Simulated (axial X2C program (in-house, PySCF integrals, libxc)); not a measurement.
**TeC: from Re and ωe to a spectrum**

A bond curve at the PBE0 level, 2c, was computed with an axial X2C code built on PySCF integrals (basis Te dyall-cv3z [11s12p8d4f1g], C dyall-v3z [7s6p2d1f] (cores contracted in-house)) for the state Ω = 0 (closed shell). Its fit gives Re = 1.8847 Å, ωe = 898.6 cm⁻¹, ωexe = 3.34 cm⁻¹ and αe = 2.378e-03 cm⁻¹; the masses are 129.9062 and 12.0000 u. Two-component means X2C with spin–orbit coupling and atomic mean-field Coulomb and Gaunt terms.

(1) Find the reduced mass, Be and the force constant.

(2) The dipole moment p changes by 3.13 D/Å at Re. What harmonic infrared intensity follows?

(3) Where do the fundamental and the first overtone lie?

(4) Estimate De from a Morse curve and compare with the computed well depth of 4.448 eV to Te + C.

(5) Estimate the centrifugal constant by the Kratzer relation.

The state is one determinant whose occupation by symmetry is held fixed; it was picked as the lowest of a PBE0 search that is not exhaustive. De is counted from the lowest determinant-based energies of the atoms at the same level, without counterpoise correction. In 2c an atomic determinant is not the ground J level, so De misses part of the atomic spin–orbit lowering. This holds for PBE0. Without a current term, density functionals place determinants with orbital angular momentum somewhat too high.

Results:

(1) From the PBE0 values: μ = 10.9852 u. Be = 16.8576/(μ Re²) = 0.432 cm⁻¹. k = 5.8918×10⁻⁷ μ ωe² = 5.23 mdyn/Å.

(2) I = 42.256 × (dp/dR)²/μ = 38 km/mol.

(3) ν(1←0) = ωe − 2ωexe = 891.9 cm⁻¹; ν(2←0) = 2ωe − 6ωexe = 1777.2 cm⁻¹.

(4) De(Morse) = ωe²/(4ωexe) = 7.494 eV against 4.448 eV computed, a ratio of 1.68. The extrapolation overshoots: the well softens faster than a Morse curve, or the lowest atomic limit lies below the one to which the curve heads.

(5) D = 4Be³/ωe² = 3.99e-07 cm⁻¹.
